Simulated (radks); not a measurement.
Results of a calculation; reference values are marked as such.
Task: These are the eigenvalues of the occupied orbitals of an atom or ion with whole-number occupations (eV). Level of theory: Dirac Kohn-Sham, BLYP, spin-unpolarised, spherical densities, finite nucleus; Fermi nuclear charge, rms radius of each element as measured or else 0.836 A^(1/3) + 0.57 fm (a radial shooting solver on a logarithmic mesh with Libxc functionals).

1s1/2: -2822.704
2s1/2: -318.0588
2p1/2: -258.8396
2p3/2: -257.1129
3s1/2: -74.4284
3d3/2: -40.1501
3d5/2: -40.1344

Which element is it, and in what charge state? The configuration may be excited. Open shells, if any, are shared by 2j + 1.

Result: Z = 17, chlorine, charge +4: Cl4+ in [Ne] 3s2 3d1. The list shows which subshells hold electrons but not how many an open one holds; the 1s level, -103.73 hartree, gives Z - s = 14.4 by -(Z - s)^2/2, which with screening and relativity narrows Z to a few neighbours, and the depths of the outer levels then fix element, charge and occupations together.
